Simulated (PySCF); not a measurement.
Isomers of C3H8Cl2OSi2, mass 185.949 u with the commonest isotopes. Computed with PBE0/def2-SVPD in PySCF (dipole) on a GFN2-xTB geometry, gas phase. One conformer each, none proved a minimum here; rigid rotors.

Task: Order these by radius of gyration √(Σ m r²/M), largest first.
A. `[Cl:1][CH2:2][Si@@H:3]1[O:4][CH2:5][C@@H:6]([Cl:7])[SiH2:8]1` with Cl1–C2–Si3–O4 -173°, C2–Si3–O4–C5 -147°, Si3–O4–C5–C6 48°, O4–C5–C6–Cl7 -169°, C5–C6–Si8–Si3 24°
B. `[CH3:1][O:2][SiH2:3]/[CH:4]=[C:5](\[Cl:6])[SiH2:7][Cl:8]` with C1–O2–Si3–C4 180°, O2–Si3–C4–C5 178°, C4–C5–Si7–Cl8 108°
C. `[CH2:1]=[CH:2][O:3][Si@@H:4]([Cl:5])[SiH2:6][CH2:7][Cl:8]` with C1–C2–O3–Si4 -179°, C2–O3–Si4–Cl5 60°, O3–Si4–Si6–C7 62°, Si4–Si6–C7–Cl8 57°

Result: B (2.801 Å), A (2.643 Å), C (2.540 Å).

Task: Order these by dipole moment, smallest first.
A. `[Cl:1][CH2:2][Si@@H:3]1[O:4][CH2:5][C@@H:6]([Cl:7])[SiH2:8]1` with Cl1–C2–Si3–O4 -173°, C2–Si3–O4–C5 -147°, Si3–O4–C5–C6 48°, O4–C5–C6–Cl7 -169°, C5–C6–Si8–Si3 24°
B. `[CH2:1]=[CH:2][O:3][Si@@H:4]([Cl:5])[SiH2:6][CH2:7][Cl:8]` with C1–C2–O3–Si4 -179°, C2–O3–Si4–Cl5 60°, O3–Si4–Si6–C7 62°, Si4–Si6–C7–Cl8 57°
C. `[CH3:1][O:2][SiH2:3]/[CH:4]=[C:5](\[Cl:6])[SiH2:7][Cl:8]` with C1–O2–Si3–C4 180°, O2–Si3–C4–C5 178°, C4–C5–Si7–Cl8 108°

Result: A (0.98 D), B (1.32 D), C (2.12 D).

Task: Order these by rotational constant A, smallest first.
A. `[Cl:1][CH2:2][Si@@H:3]1[O:4][CH2:5][C@@H:6]([Cl:7])[SiH2:8]1` with Cl1–C2–Si3–O4 -173°, C2–Si3–O4–C5 -147°, Si3–O4–C5–C6 48°, O4–C5–C6–Cl7 -169°, C5–C6–Si8–Si3 24°
B. `[CH2:1]=[CH:2][O:3][Si@@H:4]([Cl:5])[SiH2:6][CH2:7][Cl:8]` with C1–C2–O3–Si4 -179°, C2–O3–Si4–Cl5 60°, O3–Si4–Si6–C7 62°, Si4–Si6–C7–Cl8 57°
C. `[CH3:1][O:2][SiH2:3]/[CH:4]=[C:5](\[Cl:6])[SiH2:7][Cl:8]` with C1–O2–Si3–C4 180°, O2–Si3–C4–C5 178°, C4–C5–Si7–Cl8 108°

Result: B (1143 MHz), C (2074 MHz), A (2767 MHz).

```
                        SMILES  point group  Ia (u·Å²)  Ib (u·Å²)  Ic (u·Å²)      κ  μa (D)  μb (D)  μc (D)
     CO[SiH2]/C=C(\Cl)[SiH2]Cl           C1     243.63    1274.62    1398.54  -0.96    1.77    0.71    0.92
ClC[Si@@H]1OC[C@@H](Cl)[SiH2]1           C1     182.64    1145.81    1269.02  -0.96    0.15    0.58    0.78
      C=CO[Si@@H](Cl)[SiH2]CCl           C1     442.22     850.09    1107.05  -0.60    0.22    0.79    1.03
```
